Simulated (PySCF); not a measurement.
Species: 2-ethyl-3-methylbut-1-ene, C7H14.
Numbering: `[CH2:1]=[C:2]([CH2:3][CH3:4])[CH:5]([CH3:6])[CH3:7]` (hydrogens: H8, H9 on C1; H10, H11 on C3; H12, H13, H14 on C4; H15 on C5; H16, H17, H18 on C6; H19, H20, H21 on C7)

Computed by this run: PBE0-D3(BJ)/def2-SVP geometry optimisation, gas phase (PySCF 2.14.0); density fitting, grid level 2; the optimiser is geomeTRIC in internal coordinates, started from a GFN2-xTB structure.

Step 0: E = -7473.1702 eV
```
atom  x, y, z in Å  |  force x, y, z in eV/Å
C1      0.2782   -0.9235   -1.1428    0.046  -0.195  -0.250
C2      0.2663   -0.1412   -0.0763    0.085   0.625   0.858
C3      1.5005    0.4565    0.5445    0.269  -0.423  -0.671
C4      2.8129    0.1442   -0.1614   -0.537   0.219   0.421
C5     -1.0254    0.2376    0.6227   -0.370  -0.334  -0.439
C6     -1.7841   -1.0006    1.1026    0.343   0.546   0.005
C7     -1.9045    1.0898   -0.2954    0.371  -0.171   0.485
H8      1.1833   -1.1984   -1.6532    0.591  -0.120  -0.270
H9     -0.6279   -1.3318   -1.5571   -0.570  -0.217  -0.205
H10     1.3652    1.5427    0.5849   -0.097   0.321   0.142
H11     1.5587    0.1080    1.5814   -0.057   0.015   0.362
H12     2.7919    0.5058   -1.1867    0.060   0.099  -0.448
H13     3.6364    0.6311    0.3567    0.377   0.153   0.144
H14     3.0007   -0.9268   -0.1696    0.135  -0.439  -0.068
H15    -0.7755    0.8401    1.5034    0.105   0.134   0.191
H16    -1.1510   -1.6074    1.7466    0.193  -0.306   0.261
H17    -2.6682   -0.7060    1.6641   -0.406   0.056   0.242
H18    -2.0997   -1.6107    0.2606   -0.149  -0.294  -0.350
H19    -2.8056    1.4050    0.2270   -0.407   0.168   0.169
H20    -2.1962    0.5258   -1.1778   -0.134  -0.219  -0.387
H21    -1.3648    1.9770   -0.6201    0.151   0.383  -0.192
```

Question: Estimate the geometry and energy of step 1. (The exact step hangs on the optimiser's Hessian estimate; all steps are aligned on step 0, rigid shifts and turns removed.)

Answer: E = -7473.2361 eV, largest force 0.169 eV/Å
```
atom  x, y, z in Å  |  force x, y, z in eV/Å
C1      0.2897   -0.9426   -1.1509   -0.009  -0.037  -0.039
C2      0.2679   -0.1456   -0.0773    0.015  -0.040  -0.053
C3      1.5067    0.4591    0.5227   -0.060   0.073   0.140
C4      2.8232    0.1500   -0.1577    0.077  -0.028  -0.070
C5     -1.0357    0.2231    0.6151    0.061   0.085   0.096
C6     -1.7981   -1.0034    1.1051   -0.036  -0.078   0.009
C7     -1.9070    1.1035   -0.2772   -0.047   0.024  -0.067
H8      1.2186   -1.2077   -1.6616   -0.021   0.013   0.012
H9     -0.6310   -1.3650   -1.5660    0.025   0.004   0.012
H10     1.3555    1.5563    0.5680    0.007  -0.055   0.005
H11     1.5502    0.1445    1.5850   -0.005   0.031  -0.059
H12     2.8274    0.5012   -1.2025    0.006  -0.019   0.035
H13     3.6600    0.6408    0.3627   -0.024  -0.009  -0.008
H14     3.0274   -0.9331   -0.1689   -0.007   0.038  -0.002
H15    -0.7671    0.8215    1.5064   -0.016  -0.034  -0.044
H16    -1.1735   -1.6279    1.7630   -0.012   0.015  -0.018
H17    -2.6998   -0.7103    1.6675    0.021  -0.001  -0.017
H18    -2.1214   -1.6326    0.2596    0.006   0.018   0.032
H19    -2.8173    1.4309    0.2514    0.024  -0.008  -0.004
H20    -2.2195    0.5517   -1.1792    0.001   0.031   0.028
H21    -1.3649    2.0024   -0.6108   -0.004  -0.022   0.010
```

The energy changes by -0.0658 eV. The first-order estimate −F·Δx gives -0.1410 eV and the mean of the old and new forces, exact on a quadratic surface, -0.0662 eV. The step makes an angle of 65° with the force vector and moves no atom by more than 0.039 Å.

What follows is the cost of the whole optimisation. The run took 52 s wall on Intel Xeon 6975P-C, one thread, on a shared host, and the process peaked at 0.84 GiB of memory.
